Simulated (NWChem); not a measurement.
# SiH₃OF; SMILES O[SiH2]F

```xyz
6

Si    -0.4328     0.0479    -0.0345
O      0.5924    -1.2340    -0.2067
F      0.3694     1.4458    -0.0795
H     -1.3520    -0.0169    -1.1876
H     -1.1376     0.0111     1.2724
H      1.1907    -1.4277     0.5282
```
Atoms are numbered in this order, from 1.

Computed with NWChem. Pople sets run with spherical d functions. Structure relaxed at the B3LYP/6-31G* (spherical d) level. Atomic charges in e: unrestrained fits to the electrostatic potential beside Mulliken populations; buried atoms are poorly determined by the fit.

For level B3LYP/def2-SVP:

```
Property      Value
------------  -----
ESP Si1        0.92
Mulliken Si1   0.80
ESP O2        -0.66
Mulliken O2   -0.39
Mulliken F3   -0.34
```

**Question.** What are these values for level Hartree-Fock/6-31G*?

**Answer.** 
| Item | Result |
|---|---|
| ESP Si1 | 1.07 |
| Mulliken Si1 | 1.29 |
| ESP O2 | -0.77 |
| Mulliken O2 | -0.89 |
| Mulliken F3 | -0.54 |
